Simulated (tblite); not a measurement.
Compound: C4H3F2S (doublet state).
Numbering: `[F:1][C:2]1[S:3][CH:4]=[CH:5][C@H:6]1[F:7]` (hydrogens: H8 on C4; H9 on C5; H10 on C6)

Computed geometry: GFN2-xTB, gas phase. This method treats the open shell by occupation alone, without spin polarisation.

Entries marked ? are missing.

```
coordinate    value
     F1–C2  1.341 Å
     C2–S3  1.717 Å
     S3–C4        ?
     C4=C5        ?
     C5–C6        ?
     C6–F7  1.408 Å
     C2–C6        ?
     C4–H8  1.073 Å
     C5–H9  1.075 Å
    C6–H10  1.103 Å
  F1–C2–S3        ?
  F1–C2–C6   121.0°
  S3–C2–C6   114.9°
  C2–S3–C4        ?
  S3–C4–C5   114.5°
  C4–C5–C6   115.0°
  C5–C6–F7   109.8°
  C2–C6–C5        ?
  C2–C6–F7   111.3°
```

Task: Estimate the withheld lengths and angles.

Result: 
- S3–C4 = 1.747 Å, drawn single (ends: sulfur bonded to 2 C; carbon bonded to C, S and H); 0.03 Å below the sum of covalent radii, 1.78 Å.
- C4=C5 = 1.332 Å, drawn double (ends: carbon bonded to C, S and H; carbon bonded to 2 C and H); 0.13 Å below the sum of covalent radii, 1.46 Å.
- C5–C6 = 1.493 Å, drawn single (ends: carbon bonded to 2 C and H; carbon bonded to 2 C, F and H); equal to the sum of covalent radii, 1.49 Å.
- C2–C6 = 1.483 Å, drawn single (ends: carbon bonded to C, F and S; carbon bonded to 2 C, F and H); 0.01 Å below the sum of covalent radii, 1.49 Å.
- F1–C2–S3 = 120.0°, at the carbon bonded to C, F and S; the outer atoms are 2.655 Å apart.
- C2–S3–C4 = 90.2°, at the sulfur bonded to 2 C, inside a 5-membered ring; the outer atoms are 2.455 Å apart.
- C2–C6–C5 = 105.1°, at the carbon bonded to 2 C, F and H, inside a 5-membered ring; the outer atoms are 2.364 Å apart.

Radii are Cordero's, carbon taken as 0.76, 0.73 or 0.69 Å for four, three, and two or fewer neighbours.

Its GFN2-xTB frequencies are all real (lowest 93 cm⁻¹).

The run took 0.69 s wall on one thread, Intel Xeon at 2.50 GHz (x86_64), shared host with 64 logical CPUs at a one-minute load of 62. These figures are those of the optimisation.
